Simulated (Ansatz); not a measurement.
Cartesian coordinates in Å:
```
O -1.3827 -1.4945 0.6559
Si -0.6619 -0.2925 -0.2038
C -0.1818 1.2966 0.6653
Se 1.3350 1.4182 -0.6029
C 1.0876 -0.5340 -0.8299
H -0.9399 -1.8262 1.4378
H -1.5812 -0.0116 -1.3281
H 0.1921 1.2233 1.6865
H -0.8623 2.1416 0.5752
H 1.7853 -1.0743 -0.1902
H 1.2098 -0.8466 -1.8656
```

Charge 0, multiplicity 1.

Question: List the ωB97M-V/def2-TZVPP orbital energies in eV (Ansatz 0.2.0). (An estimate is asked.)

Answer: The calculation gave: Occupied: -12368.10, -1807.36, -1588.36, -1423.13, -1423.11, -1423.04, -526.28, -281.77, -281.76, -217.80, -160.75, -160.68, -160.43, -148.33, -102.47, -102.43, -102.43, -60.68, -60.67, -60.46, -60.41, -60.36, -31.03, -24.71, -21.66, -19.42, -18.16, -15.78, -15.12, -14.09, -13.40, -13.06, -12.38, -11.92, -10.92, -9.97, -8.50. Lowest empty: 1.58, 1.93, 2.73, 2.92, 3.27, 3.58, 4.69, 4.71.
